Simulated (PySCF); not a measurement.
`InChI=1S/C3H6O4S/c4-8(5,6)3-1-2-7-3/h3H,1-2H2,(H,4,5,6)/t3-/m0/s1`

Molfile (atoms numbered from 1):
```
C3H6O4S
     RDKit          3D

 14 14  0  0  0  0  0  0  0  0999 V2000
    1.7793   -1.8267    0.7045 O   0  0  0  0  0  0  0  0  0  0  0  0
    1.4016   -0.4982    0.3573 S   0  0  0  0  0  6  0  0  0  0  0  0
    1.1505    0.4518    1.3985 O   0  0  0  0  0  0  0  0  0  0  0  0
    2.5332    0.0992   -0.6084 O   0  0  0  0  0  0  0  0  0  0  0  0
   -0.0357   -0.4981   -0.7787 C   0  0  1  0  0  0  0  0  0  0  0  0
   -1.3207   -0.5238    0.0274 C   0  0  0  0  0  0  0  0  0  0  0  0
   -1.3252    0.9860   -0.2424 C   0  0  0  0  0  0  0  0  0  0  0  0
   -0.2148    0.8453   -1.1488 O   0  0  0  0  0  0  0  0  0  0  0  0
    2.4525    1.0549   -0.6456 H   0  0  0  0  0  0  0  0  0  0  0  0
    0.1607   -1.1915   -1.5925 H   0  0  0  0  0  0  0  0  0  0  0  0
   -1.1909   -0.8223    1.0636 H   0  0  0  0  0  0  0  0  0  0  0  0
   -2.1408   -1.0696   -0.4323 H   0  0  0  0  0  0  0  0  0  0  0  0
   -1.0503    1.5966    0.6191 H   0  0  0  0  0  0  0  0  0  0  0  0
   -2.2001    1.3958   -0.7488 H   0  0  0  0  0  0  0  0  0  0  0  0
  1  2  2  0
  2  3  2  0
  2  4  1  0
  2  5  1  0
  5  6  1  0
  6  7  1  0
  7  8  1  0
  8  5  1  0
  4  9  1  0
  5 10  1  6
  6 11  1  0
  6 12  1  0
  7 13  1  0
  7 14  1  0
M  END
```

Method: GIAO B97-2/pcSseg-1 magnetisability, rotational g tensor and spin-rotation constants, non-relativistic, gas phase (PySCF). Geometry: GFN2-xTB.

Problem. What are the magnetisability and the molar susceptibility?

Solution. Isotropic -1097 × 10⁻³⁰ J/T², or -66.0 × 10⁻⁶ cm³/mol; principal values -1219, -1159, -912 × 10⁻³⁰ J/T², anisotropy 281 × 10⁻³⁰ J/T² (root of half the summed squared differences of the principal values). The susceptibility is in cgs units.

Problem. Split it along the inertial axes a, b, c into diamagnetic and paramagnetic parts about the centre of mass, with the quadrupole moment.

Solution. 
```
axis  χ (10⁻⁶ cm³/mol)  diamagnetic (10⁻⁶ cm³/mol)  paramagnetic (10⁻⁶ cm³/mol)  summed x² of all electrons (Å²)  quadrupole Θ (D Å)
   a             -64.2                      -448.2                        384.0                            157.4               -0.59
   b             -71.9                      -859.8                        787.9                             60.4               +2.28
   c             -62.0                      -923.9                        861.8                             45.3               -1.69
```
Anisotropies 2χaa − χbb − χcc = +5.6 and 2χbb − χaa − χcc = -17.6 × 10⁻⁶ cm³/mol. Θ is traceless in Buckingham's convention.

Problem. And the rotational g tensor?

Solution. 
| axis | rotational constant (GHz) | g | nuclear part | electronic part |
| --- | --- | --- | --- | --- |
| a | 3.3750 | -0.0472 | 0.5615 | -0.6088 |
| b | 1.5322 | -0.0171 | 0.5501 | -0.5672 |
| c | 1.4104 | -0.0208 | 0.5503 | -0.5710 |

Asymmetric top; isotopes 12C, 1H, 16O, 32S; no vibrational averaging.
